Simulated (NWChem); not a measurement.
# pyrimidine (C$_{4}$H$_{4}$N$_{2}$); SMILES c1ncncc1

```xyz
10

C      0.0000     0.0000    -1.3567
C     -1.1847     0.0000    -0.6225
N     -1.1989     0.0000     0.7165
C      0.0000     0.0000     1.3096
N      1.1989     0.0000     0.7165
C      1.1847     0.0000    -0.6225
H      0.0000     0.0000    -2.4420
H     -2.1549     0.0000    -1.1172
H      0.0000     0.0000     2.3981
H      2.1549     0.0000    -1.1172
```
Atoms are numbered in this order, from 1.

Computed with NWChem. Medium grid unless said otherwise, to which SCAN and Minnesota functionals are sensitive. Geometry: optimised at B3LYP/6-31G* (spherical d).

Q: Order these by “highest occupied level (eV)”, lowest first: Hartree-Fock/def2-SVP; B3LYP/def2-SVP; r2SCAN/def2-SVP; BLYP/def2-SVP.

A: Hartree-Fock/def2-SVP (-10.37), B3LYP/def2-SVP (-7.05), r2SCAN/def2-SVP (-6.10), BLYP/def2-SVP (-5.56)
